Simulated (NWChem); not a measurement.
Species: hydrogen telluride (H2Te); SMILES [TeH2]

Computed with NWChem. STO-3G and 3-21G are far too small for this property and stand as cheap habits. Geometry: optimised at PBE0/def2-SVP. def2 effective core potentials on Te; no spin-orbit coupling. Field at 589 nm.

Task: Order these by “isotropic polarisability (bohr³)”, lowest first: B3LYP/def2-TZVPD (core potentials); B3LYP/STO-3G (all-electron, non-relativistic); B3LYP/def2-SVP (core potentials).

Result: B3LYP/STO-3G (all-electron, non-relativistic) (11.2), B3LYP/def2-SVP (core potentials) (30.3), B3LYP/def2-TZVPD (core potentials) (47.2)
